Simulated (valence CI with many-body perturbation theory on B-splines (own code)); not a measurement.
# Ta XXXIV: key properties

Computed by configuration interaction combined with many-body perturbation theory (CI+MBPT): four valence electrons over a frozen Dirac-Fock core [Kr], a basis of 7 s, 7 p, 8 d, 6 f, 4 g, 1 h functions for each j, with the one-electron correlation potential Σ1, the two-electron term Σ2, the three-electron term Σ3, Breit, model QED; selected CI, second order for the rest, scaled by the run's own slope (own B-spline code, finite nucleus).

No measured spectrum was set against this ion. As an estimate, large intervals hold to a few tenths of a per cent, small ones and those within an open d or f shell to about a per cent. Only levels of the ground parity were solved; by the run's estimate the other parity begins above the list, which can be wrong where configurations are misplaced.

Levels are named by their leading jj configuration (3d3/2^4 stands for four electrons in 3d with j = 3/2), which in mixed levels can hold well under half, so a name can repeat and another be missing.

Rates and lifetimes use the calculated energies. Strong lines usually hold to 10 to 20 %, long lifetimes can be off by a factor of two.

**Question.** What is the ground level?

**Answer.** (4d3/2^4) J=0, composition 57 % 4d4 3P + 30 % 4d4 5D + 12 % 4d4 1S.

**Question.** Name the longest-lived excited levels whose lifetime is computed, and their main decay.

**Answer.** (4d3/2^2 4d5/2^2) J=6 at 34.800 eV lives 79.6 ms, mostly by M1 to (4d3/2^2 4d5/2^2) J=5. The lifetime of (4d3/2^3 4d5/2) J=4 is too uncertain to give, and may be longer.

**Question.** How well does LS coupling describe the low levels?

**Answer.** Among the lowest 20 levels the leading LS term, summed over configurations, holds 47 % on average. For single configurations the figures are 47 % in LS and 93 % in jj coupling. Terms mix most in the J = 4 level at 48.384 eV, where the leading one holds 27 %.

**Question.** What is the ionisation energy?

**Answer.** 1383.8 eV; NIST lists 1382 ± 5 eV (theoretical).
